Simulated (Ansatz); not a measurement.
Cl3HSSi (`S[Si](Cl)(Cl)Cl`), relaxed with RKS PBE0-D4/def2-TZVP in Ansatz 0.2.0 from a PBE-D4/def2-SVP geometry. The force threshold is 0.005 eV/Å; the program also tests the step.

The species carries charge 0 and has multiplicity 1.

Start:

```xyz
6

S     0.603   -0.953   -1.370
Si    0.122    0.200    0.355
Cl    1.898    0.495    1.348
Cl   -0.713    2.023   -0.133
Cl   -1.215   -0.770    1.592
H    -0.694   -0.995   -1.792
```

**Question.** How much energy does the relaxation release, and in how many steps? (Estimate.)

**Answer.** Ansatz gave: 3.75 kJ/mol, in 5 steps.

**Question.** Which bonds change most? (Best estimate.)

**Answer.** Ansatz gave: Si2–Cl4 from 2.063 to 2.033 Å; Si2–Cl5 from 2.063 to 2.033 Å; Si2–Cl3 from 2.056 to 2.027 Å; S1–Si2 from 2.130 to 2.105 Å.

**Question.** Give the relaxed structure. (Estimate.)

**Answer.** Ansatz gave: 
```xyz
6

S     0.594   -0.945   -1.353
Si    0.120    0.196    0.351
Cl    1.869    0.491    1.332
Cl   -0.703    1.992   -0.130
Cl   -1.195   -0.757    1.574
H    -0.685   -0.977   -1.773
```
